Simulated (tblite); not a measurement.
Compound: CH₂BrCl₃Si.
SMILES with atom numbers: `[Cl:1][CH:2]([Cl:3])[Si@@H:4]([Cl:5])[Br:6]` (hydrogens: H7 on C2; H8 on Si4)

Computed with GFN2-xTB (tblite), gas phase: L-BFGS steps from a force-field or distance-geometry start until the largest atomic force falls under 0.01 eV/Å.

Step 1: E = -617.7342 eV
```
atom  x, y, z in Å  |  force x, y, z in eV/Å
Cl1    -1.8963    0.4012   -1.2501   -0.211  -0.026   0.027
C2     -0.9569   -0.3373    0.0587    0.456  -0.135   0.018
Cl3    -1.5271    0.1901    1.6624   -0.158  -0.183  -0.107
Si4     0.8529    0.1986   -0.1939    1.052   0.847   0.262
Cl5     1.1675    2.0621    0.6197   -0.156  -0.873  -0.297
Br6     2.2241   -1.3242    0.7319   -0.506   0.444  -0.263
H7     -1.0227   -1.4226   -0.0357   -0.447   0.067   0.176
H8      1.1676    0.2414   -1.6176   -0.032  -0.140   0.185
```

Step 2: E = -617.8140 eV
```
atom  x, y, z in Å  |  force x, y, z in eV/Å
Cl1    -1.9038    0.4008   -1.2498   -0.039  -0.106   0.159
C2     -0.9446   -0.3466    0.0597    0.611   0.531  -0.066
Cl3    -1.5324    0.1843    1.6591   -0.088  -0.178  -0.145
Si4     0.8924    0.2288   -0.1853    0.009  -0.006  -0.063
Cl5     1.1620    2.0317    0.6093    0.006  -0.039   0.070
Br6     2.2066   -1.3088    0.7229   -0.220   0.193  -0.096
H7     -1.0374   -1.4174   -0.0296   -0.315  -0.284   0.104
H8      1.1662    0.2366   -1.6108    0.037  -0.112   0.038
```

Step 3: E = -617.8267 eV
```
atom  x, y, z in Å  |  force x, y, z in eV/Å
Cl1    -1.9057    0.3992   -1.2474    0.000  -0.088   0.153
C2     -0.9342   -0.3416    0.0589    0.404   0.224  -0.078
Cl3    -1.5347    0.1806    1.6564   -0.055  -0.142  -0.124
Si4     0.9004    0.2340   -0.1852   -0.119  -0.110  -0.129
Cl5     1.1612    2.0261    0.6086    0.041   0.148   0.147
Br6     2.2002   -1.3033    0.7198   -0.127   0.097  -0.038
H7     -1.0446   -1.4198   -0.0269   -0.200  -0.026   0.100
H8      1.1665    0.2341   -1.6088    0.057  -0.102  -0.031
```

Q: Estimate the geometry and energy of step 4. (The exact step hangs on the optimiser's Hessian estimate; all steps are aligned on step 3, rigid shifts and turns removed.)

A: E = -617.8354 eV, largest force 0.209 eV/Å
```
atom  x, y, z in Å  |  force x, y, z in eV/Å
Cl1    -1.9070    0.3964   -1.2427    0.027  -0.049   0.109
C2     -0.9201   -0.3359    0.0568    0.054  -0.103  -0.046
Cl3    -1.5373    0.1752    1.6521   -0.010  -0.093  -0.084
Si4     0.9039    0.2354   -0.1881   -0.088  -0.003  -0.102
Cl5     1.1615    2.0259    0.6115    0.044   0.150   0.135
Br6     2.1934   -1.2977    0.7171   -0.041   0.003   0.017
H7     -1.0533   -1.4201   -0.0228   -0.060   0.183   0.080
H8      1.1679    0.2302   -1.6084    0.072  -0.088  -0.109
```

The energy changes by -0.0087 eV. The first-order estimate −F·Δx gives -0.0139 eV and the mean of the old and new forces, exact on a quadratic surface, -0.0087 eV. The step makes an angle of 30° with the force vector and moves no atom by more than 0.015 Å.

What follows is the cost of the whole relaxation. On Arm Neoverse N1, one thread, on a shared host, this took 0.72 s of wall time.
